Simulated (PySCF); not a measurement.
C4H4ClF, SMILES C=C(Cl)/C=C\F. Atoms are numbered in the order given.

```xyz
10

C      1.0927     2.0073     0.0000
C      0.4626     0.8081     0.0000
Cl    -1.2909     0.7726     0.0000
C      1.1739    -0.4634     0.0000
C      0.7162    -1.7353     0.0000
F     -0.5684    -2.0946     0.0000
H      0.5287     2.9494     0.0000
H      2.1920     2.0477     0.0000
H      2.2720    -0.3758     0.0000
H      1.3963    -2.6038     0.0000
```
Charge 0, spin multiplicity 1.

Geometry optimised at PBE-D3(BJ)/def2-SVP. The structure was generated by enumeration; whether it is a known compound was not checked. One conformer was computed; it need not be the lowest.

Calculation: PBE-D3(BJ)/def2-SVP run with PySCF 2.14.0.

Frequencies are harmonic and unscaled.

Give all harmonic wavenumbers and intensities. (Estimate from the structure and the level; the computed values follow.)


```
mode  ν (cm⁻¹)  IR (km/mol)  moving atoms (share of kinetic energy)
----  --------  -----------  --------------------------------------
1           67          0.6          C 42 %, F 33 %, H 16 %, Cl 9 %
2          171          0.7                         F 50 %, Cl 40 %
3          312          1.8                 C 43 %, F 32 %, Cl 20 %
4          322          9.9                          C 67 %, H 28 %
5          379          3.0                 C 51 %, H 31 %, Cl 18 %
6          590          1.7                          C 76 %, H 20 %
7          627         21.7                 C 57 %, Cl 31 %, H 11 %
8          658          1.8                                  H 91 %
9          758          6.5                          C 81 %, F 11 %
10         775         14.7                          H 72 %, C 27 %
11         828         44.6                          H 70 %, C 30 %
12         888          4.1                          H 50 %, C 44 %
13         894          0.2                          H 78 %, C 22 %
14        1039         36.9                  H 43 %, C 36 %, F 21 %
15        1203         83.6                          C 58 %, H 38 %
16        1255         53.7                  H 69 %, C 18 %, F 13 %
17        1325          3.8                          H 82 %, C 17 %
18        1390         40.6                          H 60 %, C 38 %
19        1600          5.9                          C 89 %, H 10 %
20        1691        120.1                                  C 94 %
21        3096          1.5                                  H 95 %
22        3109          1.1                                  H 92 %
23        3127          7.9                           H 91 %, C 9 %
24        3208          0.9                          H 89 %, C 11 %
```
